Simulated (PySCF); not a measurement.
A run for PySCF: R-B3LYP/LANL2DZ on C3H12GaN (a complex), monomers drawn apart or pushed together.

```python
from pyscf import gto, scf, dft, mp
from pyscf.data.elements import chemcore

mol = gto.M(
    atom='''
    Ga   -0.74918679    0.40672621    1.71060508
    H    -1.49296131    1.74067304    2.13116659
    H     0.59104748    0.53920122    0.87650540
    H    -1.62811274   -0.89356630    1.49561764
    C    -0.84454548   -0.35422733    4.89601952
    N     0.24543777   -0.17773705    3.92162357
    C     1.00971063   -1.42831936    3.77812658
    C     1.13423388    0.91842260    4.34249339
    H    -0.44575238   -0.61293046    5.88320623
    H    -1.50637520   -1.14811330    4.55542019
    H    -1.41507381    0.56961781    4.96865885
    H     1.46362668   -1.71846973    4.73221475
    H     1.79205105   -1.28844271    3.03471503
    H     0.34388892   -2.22005645    3.44033562
    H     1.59146465    0.69751522    5.31339641
    H     1.91655166    1.05309415    3.59810842
    H     0.55939082    1.83951367    4.41619662
    ''',
    basis='lanl2dz',
    ecp={'Ga': 'lanl2dz'},
    charge=0, spin=0, verbose=3, max_memory=1800)
mf = dft.RKS(mol, xc='b3lyp')
mf.conv_tol = 1e-8
mf.max_cycle = 100
mf.kernel()
if not mf.converged:
    mf = mf.newton().run(mf.mo_coeff, mf.mo_occ)
```

### Question
Predict the final total energy.

### Answer
-178.3031 hartree.
